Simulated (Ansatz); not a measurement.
Ideal-gas functions of `[OH][SbH][Br]` at 500 K and 1 bar, from an Ansatz frequency run at PBE0-D4/def2-TZVP.

Molar mass 219.68 g/mol, point group C1 (symmetry number 1), electronic degeneracy 1, moments of inertia 57.777, 344.013, 394.509 u Å². Harmonic wavenumbers (cm⁻¹, unscaled): 147, 243, 281, 614, 623, 671, 928, 1962, 3875.

Use S(trans) = R[1.5 ln M + 2.5 ln T − 1.1517]; rotational temperatures θ = 24.2544 K / I; S(rot) = R[ln(√π/σ · √(T³/θAθBθC)) + 1.5]; for each mode x = 1.438777 ν̃/T, S = R[x/(eˣ − 1) − ln(1 − e⁻ˣ)] and H = RT x/(eˣ − 1); 1 cm⁻¹ = 0.0119627 kJ/mol; R = 8.31446 J/(mol·K).

Problem. By hand: the entropy, in J/(mol·K).

Solution. Translation 186.9. Rotation: θ = 0.4198, 0.0705, 0.0615 K, giving 121.0. Vibration, mode by mode: 15.53, 11.46, 10.30, 4.59, 4.49, 4.03, 2.25, 0.20, 0.00, in all 52.8. Electronic 0.0. Sum 360.7 J/(mol·K).

Problem. By hand: H − E and G − E in kJ/mol, counted from the electronic energy.

Solution. Zero-point energy ½ × 9344 × 0.0119627 = 55.9; thermal vibration 14.2; translation, rotation and pV give 4 RT = 16.6. H − E = 86.7 kJ/mol, and G − E = 86.7 − 500 × 360.7/1000 = -93.6 kJ/mol.

Vibration gives 15 % of the entropy, 15.5 J/(mol·K) of it from the mode under 150 cm⁻¹: soft modes count most, and the harmonic formula is weakest for them. The sum counts one conformer and one mirror image; others add a mixing term.
